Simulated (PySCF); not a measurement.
SeOF2.
Cartesian coordinates in Å at the PBE0-D3(BJ)/def2-SVP level; atoms count from 1:
```xyz
4
F2OSe angstrom
Se     0.074    0.004    0.582
O      1.521   -0.027   -0.049
F     -0.776    1.268   -0.279
F     -0.820   -1.245   -0.254
```

Theory: PySCF 2.14.0, density-fitted response routines, TDDFT PBE0/def2-SVPD, vertical, gas phase, core orbitals frozen in the response. Relativistic effects, spin–orbit coupling among them, are left out although an element past zinc is present.

Transition dipole moments from the ground state, in atomic units and in the frame of the coordinates above (overall signs are arbitrary), for the states with f of 0.002 or more among the lowest 10:

```tsv
state	E (eV)	μx	μy	μz
S1	5.646	0.006	0.356	-0.003
S2	6.540	0.015	0.001	0.161
S3	7.170	-0.005	-0.281	0.003
S5	7.744	0.667	-0.010	0.214
S6	8.159	-0.170	0.006	0.382
S8	8.356	0.214	-0.008	-0.492
S10	8.799	0.004	0.269	-0.003
```

Problem. Work out the oscillator strengths.

Solution. f = (2/3) ΔE |μ|² with ΔE in hartree (27.2114 eV).

```
state  |μ|² (au)  |μ| (D)      f
   S1      0.127     0.90  0.018
   S2      0.026     0.41  0.004
   S3      0.079     0.71  0.014
   S5      0.491     1.78  0.093
   S6      0.175     1.06  0.035
   S8      0.288     1.36  0.059
  S10      0.072     0.68  0.016
```

Problem. Label these states by symmetry in Cs.

Solution. From a totally symmetric ground state, an allowed state transforms like the component of the dipole operator along its μ. Polarised normal to the mirror plane, so A″: S1, S3 and S10. Polarised in the mirror plane, so A′: S2, S5, S6 and S8.

Problem. What angle do the transition dipoles of S1 and S8 make?

Solution. |cos θ| = |μa·μb| / (|μa| |μb|) = 0.00, so θ ≈ 90° (taken between 0 and 90°, since the signs are arbitrary).

Problem. What peak molar absorption coefficient would the strongest computed level give as a lone Gaussian band 0.4 eV wide at half height?

Solution. ε(max) = 2.175×10⁸ f / FWHM, with the width in cm⁻¹. S5: 2.175×10⁸ × 0.0931 / 3226 ≈ 6300 L mol⁻¹ cm⁻¹.
